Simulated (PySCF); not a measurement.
Computed shifts of a molecule C2H11NSi3, PySCF with KT2/pcSseg-1, GIAO, gas phase, atoms alike by connectivity averaged where their shifts nearly agree, in ppm (number of nuclei): ¹³C: 46.9 (1), -6.1 (1). ²⁹Si: -15.5 (1), -45.3 (1), -65.4 (1). ¹⁵N: 34.0 (1). ¹H: 6.33 (1), 6.10 (1), 4.95 (1), 4.64 (1), 4.42 (1), 4.28 (1), 3.99 (1), 0.65 (3), 0.19 (1). References: ¹³C against TMS (σ = 185.1 ppm); ²⁹Si against TMS (σ = 361.9 ppm); ¹⁵N against NH3 (σ = 266.2 ppm); ¹H against TMS (σ = 31.47 ppm), references at their B3LYP-D3(BJ)/def2-TZVP geometries, non-relativistic. Geometry optimised at r2SCAN-D4/def2-SVP. One conformer was computed; it need not be the lowest.

Problem. Identify the compound among the candidates.
A. C[SiH2][Si@@H]1CN[SiH2]1
B. C/N=C\[SiH]([SiH3])[SiH3]
C. C[SiH2][SiH2]/C=N/[SiH3]
D. N[SiH2][C@H]1C[SiH2][SiH2]1

Solution. A, C[SiH2][Si@@H]1CN[SiH2]1
